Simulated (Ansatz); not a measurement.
Isolated molecules relaxed with PBE0-D4/def2-TZVP in Ansatz; ΔE leaves out vibrations. CCSD(T)/CBS is the MP2 limit (def2-TZVPP, def2-QZVPP) plus CCSD(T) − MP2 in def2-TZVPP, frozen cores. Functionals use def2-TZVPP. B3LYP here is the variant with VWN-RPA as its local correlation; programs differ in this. Elements past krypton have def2 core potentials. For W outer-core shells are correlated without core-valence functions, which leaves a few kJ/mol of doubt a bond. Each species was taken in one conformer, which may not be the lowest.

Consider the redistribution: `[OH][AlH][SiH2]P` + `[Cl][W]([Cl])([Cl])([Cl])([Cl])[Cl]` → `P[SiH2][AlH][Cl]` + `[OH][W]([Cl])([Cl])([Cl])([Cl])[Cl]`.

`[OH][AlH][SiH2]P`:

Cartesian coordinates in Å:
```
O -0.743 -1.356 -2.009
Al -0.904 0.096 -1.142
Si 1.034 0.761 0.175
P 0.866 -0.060 2.291
H -1.456 -1.756 -2.504
H -2.306 0.847 -1.137
H 2.334 0.263 -0.356
H 1.152 2.240 0.334
H 0.512 -1.374 1.882
H -0.489 0.338 2.466
```

`[Cl][W]([Cl])([Cl])([Cl])([Cl])[Cl]`:

```xyz
7

Cl   -1.254   -1.858    0.452
W     0.000    0.000    0.000
Cl    1.506   -1.293   -1.136
Cl   -1.506    1.293    1.136
Cl    1.254    1.858   -0.452
Cl    1.179   -0.325    1.933
Cl   -1.179    0.325   -1.933
```

`P[SiH2][AlH][Cl]`:

Cartesian coordinates in Å:
```
P 0.784 1.168 -1.605
Si -0.189 -0.725 -0.804
Al -0.604 -0.432 1.574
Cl 1.099 -0.549 2.806
H -0.164 2.048 -1.014
H 1.698 1.291 -0.523
H -1.420 -0.940 -1.615
H 0.756 -1.838 -1.096
H -1.960 -0.023 2.276
```

`[OH][W]([Cl])([Cl])([Cl])([Cl])[Cl]`:

```xyz
8

O     0.379    0.402    1.500
W    -0.183   -0.131   -0.180
Cl    1.751    0.955   -0.900
Cl   -2.042   -1.159    0.641
Cl   -0.568   -0.618   -2.382
Cl   -1.426    1.782   -0.459
Cl    0.938   -2.130   -0.008
H     1.151    0.898    1.788
```

Q: Is it downhill or uphill in electronic energy at CCSD(T)/CBS, and by how much? (Best estimate.)

A: Ansatz gave: Downhill: ΔE = -36.1 kJ/mol.

Q: What do these levels give: PBE-D4, r2SCAN-D4, PBE0-D4, r2SCAN0-D4, B3LYP, MP2/def2-QZVPP? (An estimate is asked.)

A: Computed: PBE-D4 -29.4, r2SCAN-D4 -35.6, PBE0-D4 -36.4, r2SCAN0-D4 -39.7, B3LYP -35.2, MP2/def2-QZVPP -20.1 kJ/mol.

Largest T1 diagnostic among the species: 0.024, so the coupled-cluster value is less sure than usual.

From PBE to PBE0 (25 % exact exchange), in def2-TZVPP and without D4, ΔE moves by −6.7 kJ/mol. Leaving LDA and LC-ωPBE aside and taking each functional with its dispersion term where it has one, the values, not all of them listed here, spread over 24.4 kJ/mol, from ωB97X-V to BLYP-D4. At CCSD(T), def2-SVP lies −10.4 kJ/mol from the extrapolated value and def2-TZVPP −1.3 kJ/mol.
